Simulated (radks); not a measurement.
Spherical quantum dot in the effective-mass picture: electrons in a hard-walled sphere of radius 1.28, with a point charge +2 (a donor) at the centre, all in effective atomic units (hartree* = m*/eps^2 hartree, bohr* = eps/m* bohr), one dielectric constant everywhere. Method: non-relativistic Kohn-Sham, exchange-only LDA, spin-polarised, spherical densities; computed with a radial shooting solver with Libxc functionals. Levels are named by radial order and angular momentum (1s, 1p, 1d, 2s, ...), and open shells are averaged over m. Results are scaled to m* = 0.043 and eps = 11.5, for which hartree* = 8.848 meV and bohr* = 14.15 nm.

N = 32, configuration 1s2 1p6 1d10 2s2 1f(up 7, down 5). This is the lowest configuration that the search found. Occupied and some empty levels:

level,occupation,eigenvalue (meV),<r> (nm)
1s up,1,302.39,10.15
1s down,1,302.88,10.13
1p up,3,324.25,11.73
1p down,3,324.86,11.72
1d up,5,353.32,12.47
1d down,5,353.97,12.46
2s up,1,369.33,8.141
2s down,1,369.62,8.157
1f up,7,390.39,12.98
1f down,5,391.07,12.98
2p up,0,432.68,9.385
2p down,0,433.03,9.385
1g up,0,435.08,13.37
1g down,0,435.76,13.37
2d up,0,494.84,10.26
2d down,0,495.25,10.25

Energy (meV): total 6847.36, kinetic 3166.6, external -750.01, Hartree 4787.7, exchange-correlation -356.92.
